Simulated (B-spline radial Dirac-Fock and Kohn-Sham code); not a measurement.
## Binding energies of Au⁺

System: Au⁺, configuration 1s2 2s2 2p6 3s2 3p6 3d10 4s2 4p6 4d10 4f14 5s2 5p6 5d9 6s1 (not the ground configuration); nuclear rms radius 5.4371 fm (A = 197).

Method: multi-electron Dirac-Fock with separately optimised hole states, Breit and Lamb-shift corrections added in first order. Computed with a radial B-spline solver. No correlation. Energies are counted from the vacuum level. Subshells whose hole state is unreliable or did not converge are left out.

All terms are in eV, carry their sign (relaxation lowers the binding energy) and add up to the binding energy; ⟨r⟩ is the mean radius of the orbital in the initial state.

| subshell | −ε (Koopmans) | relaxation | Gaunt | retardation | self-energy | vacuum polarisation | binding energy | ⟨r⟩ (bohr) |
| --- | --- | --- | --- | --- | --- | --- | --- | --- |
| K (1s) | 81268.7 | -93.70 | -314.12 | 29.20 | -188.81 | 38.59 | 80739.9 | 0.017 |
| L1 (2s) | 14493.8 | -56.69 | -35.27 | 2.56 | -28.12 | 5.42 | 14381.7 | 0.070 |
| L2 (2p1/2) | 13870.4 | -61.51 | -60.50 | 6.34 | -0.73 | 0.33 | 13754.3 | 0.058 |
| L3 (2p3/2) | 12031.6 | -57.74 | -40.79 | 8.93 | -2.25 | -0.19 | 11939.6 | 0.067 |
| M1 (3s) | 3497.7 | -32.31 | -6.43 | 0.42 | -6.52 | 1.23 | 3454.1 | 0.183 |
| M2 (3p1/2) | 3219.0 | -33.50 | -11.35 | 1.03 | -0.31 | 0.08 | 3175.0 | 0.174 |
| M3 (3p3/2) | 2807.7 | -31.43 | -7.29 | 1.70 | -0.57 | -0.05 | 2770.0 | 0.189 |
| M4 (3d3/2) | 2351.2 | -34.47 | -4.92 | 0.45 | 0.45 | -0.06 | 2312.7 | 0.165 |
| N1 (4s) | 805.1 | -14.23 | -1.31 | 0.08 | -1.61 | 0.31 | 788.4 | 0.407 |
| N2 (4p1/2) | 685.4 | -14.11 | -2.38 | 0.21 | -0.05 | 0.02 | 669.1 | 0.410 |
| N3 (4p3/2) | 585.5 | -12.88 | -1.36 | 0.37 | -0.11 | -0.02 | 571.5 | 0.442 |
| N4 (4d3/2) | 389.5 | -12.65 | -0.64 | 0.05 | 0.12 | -0.02 | 376.4 | 0.451 |
| N6 (4f5/2) | 117.4 | -11.89 | 0.20 | -0.06 | 0.08 | -0.01 | 105.8 | 0.492 |
| N7 (4f7/2) | 113.4 | -11.67 | 0.34 | -0.06 | 0.07 | -0.01 | 102.1 | 0.499 |
| O2 (5p1/2) | 98.54 | -3.67 | -0.33 | 0.02 | 0.00 | 0.00 | 94.56 | 1.016 |
| O3 (5p3/2) | 81.31 | -3.08 | -0.15 | 0.05 | -0.01 | 0.00 | 78.12 | 1.107 |
| O4,5 (5d) | 23.82 | -1.78 | 0.01 | 0.00 | 0.02 | 0.00 | 22.06 | 1.533 |
| P1 (6s) | 16.91 | -0.24 | -0.02 | 0.00 | -0.04 | 0.01 | 16.63 | 2.679 |

For the deepest level, K (1s), the Breit terms make up -0.353 % of the binding energy, QED -0.186 % and orbital relaxation -0.116 %.

Spin-orbit splittings: 2p 1814.8 eV, 3p 404.9 eV, 4p 97.56 eV, 4f 3.66 eV, 5p 16.44 eV.
